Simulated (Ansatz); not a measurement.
Ideal-gas functions of H5NOSSi, SMILES `N[SiH](O)S` at 400 K and 1 bar, from an Ansatz frequency run at PBE0-D4/def2-TZVP.

Molar mass 95.2 g/mol, point group C1 (symmetry number 1), electronic degeneracy 1, moments of inertia 81.271, 150.127, 207.78 u Å². Harmonic wavenumbers (cm⁻¹, unscaled): 126, 191, 238, 249, 301, 343, 389, 507, 702, 742, 806, 845, 859, 908, 973, 1573, 2229, 2713, 3604, 3703, 3913.

Use S(trans) = R[1.5 ln M + 2.5 ln T − 1.1517]; rotational temperatures θ = 24.2544 K / I; S(rot) = R[ln(√π/σ · √(T³/θAθBθC)) + 1.5]; for each mode x = 1.438777 ν̃/T, S = R[x/(eˣ − 1) − ln(1 − e⁻ˣ)] and H = RT x/(eˣ − 1); 1 cm⁻¹ = 0.0119627 kJ/mol; R = 8.31446 J/(mol·K).

**Question.** By hand: the entropy, in J/(mol·K).

**Answer.** Translation 171.8. Rotation: θ = 0.2984, 0.1616, 0.1167 K, giving 113.5. Vibration, mode by mode: 14.97, 11.60, 9.86, 9.50, 8.05, 7.08, 6.17, 4.38, 2.52, 2.25, 1.88, 1.68, 1.61, 1.40, 1.16, 0.19, 0.02, 0.01, 0.00, 0.00, 0.00, in all 84.3. Electronic 0.0. Sum 369.6 J/(mol·K).

**Question.** By hand: H − E and G − E in kJ/mol, counted from the electronic energy.

**Answer.** Zero-point energy ½ × 25914 × 0.0119627 = 155.0; thermal vibration 19.1; translation, rotation and pV give 4 RT = 13.3. H − E = 187.4 kJ/mol, and G − E = 187.4 − 400 × 369.6/1000 = 39.6 kJ/mol.

Vibration gives 23 % of the entropy, 15.0 J/(mol·K) of it from the mode under 150 cm⁻¹: soft modes count most, and the harmonic formula is weakest for them. The sum counts one conformer and one mirror image; others add a mixing term.
